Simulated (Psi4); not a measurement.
Pair of molecules, SMILES Cl with SMILES C#N (the first has 2 atoms); geometry from B3LYP-D3(BJ)/def2-TZVP.
(charge 0, multiplicity 1):
| atom | x (Å) | y (Å) | z (Å) |
|---|---|---|---|
| Cl | -0.3407 | -1.5326 | -0.6312 |
| H | -0.2715 | -0.8022 | 0.4350 |
| C | -0.1028 | 0.9955 | 3.0502 |
| N | -0.1631 | 0.3470 | 2.1099 |
| H | -0.0464 | 1.6001 | 3.9279 |

All values below come from SAPT0/jun-cc-pV(D+d)Z (Psi4).

### Question
Give the four SAPT terms and the total, and say what mostly holds the pair together.

### Answer
electrostatics -327.6, exchange 329.2, induction -121.6, dispersion -85.3, total -205.3 meV; the largest attraction is electrostatics.
